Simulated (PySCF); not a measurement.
From computed data to an observable: entropy of an ideal gas

AlH2, SMILES [AlH2+], charge +1.

Geometry: ωB97X-D3(BJ)/def2-TZVPD. The multiplicity is an assumed one; other spin states were not compared. The isomer is the one that the SMILES or the coordinates give; other isomers of the formula were not compared.

PySCF with ωB97X-D3(BJ)/def2-TZVPD gives the harmonic wavenumbers 572, 572, 2057, 2141 cm⁻¹ and the rotational temperature 5.0211 K. The molar mass is 29.00 g/mol, the symmetry number 2, the spin multiplicity 1.

Q: Work out the entropy at 298.15 K and 1 atm in the rigid-rotor, harmonic-oscillator model.

A: 
Translation (Sackur–Tetrode at 1 atm): S = R[1.5 ln M + 2.5 ln T − 1.16487] = 150.7 J/(mol K).
Rotation: q = T/(σ θ) = 29.7, S = R[ln q + 1] = 36.5 J/(mol K).
Vibration: with u = 1.4388 ν/T, each mode gives R[u/(e^u − 1) − ln(1 − e^−u)]:
| ν (cm⁻¹) | modes | u | S (J/(mol K)) |
|---|---|---|---|
| 572 | 2 | 2.76 | 4.19 |
The stiffer modes add less than 0.005 each. Sum 4.2 J/(mol K).
Spin: R ln 1 = 0.0 J/(mol K).
Total 191.4 J/(mol K); the program's own thermochemistry gives 191.4. Translation makes up 79 % and vibration 2 %. Anharmonicity, hindered rotation and orbital degeneracy are left out.
